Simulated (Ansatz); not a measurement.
C3H6BN (`BC1C=CN1`), relaxed with RKS PBE-D4/def2-SVP in the Gaussian-basis code of Ansatz from a rough embedded geometry. The force threshold is 0.03 eV/Å; the program also tests the step.

The species carries charge 0 and has multiplicity 1.

Start:

```xyz
11

B     0.145   -0.344   -1.539
C     0.525    0.044   -0.107
C    -0.033   -0.832    0.835
C    -0.813    0.235    1.401
N    -0.223    1.165    0.331
H     0.359   -1.479   -1.968
H     0.145    0.467   -2.412
H     1.577    0.188    0.062
H     0.068   -1.926    1.145
H    -1.455    0.341    2.170
H    -0.296    2.140    0.084
```

Problem. How much energy does the relaxation release, and in how many steps? (Estimate.)

Solution. Computed: 206.44 kJ/mol, in 18 steps.

Problem. Which bonds change most? (An estimate is asked.)

Solution. Ansatz gave: C4–N5 from 1.535 to 1.369 Å; C2–C3 from 1.402 to 1.527 Å; C4–H10 from 1.008 to 1.103 Å.

Problem. Give the relaxed structure. (An estimate is asked.)

Solution. Computed: 
```xyz
11

B     0.133   -0.417   -1.285
C     0.892    0.175   -0.050
C    -0.086   -0.832    0.550
C    -0.799    0.262    1.055
N     0.082    1.219    0.630
H     0.622   -1.358   -1.887
H    -0.832    0.176   -1.734
H     1.974    0.142    0.161
H    -0.023   -1.894    0.811
H    -1.756    0.432    1.576
H    -0.207    2.095    0.173
```
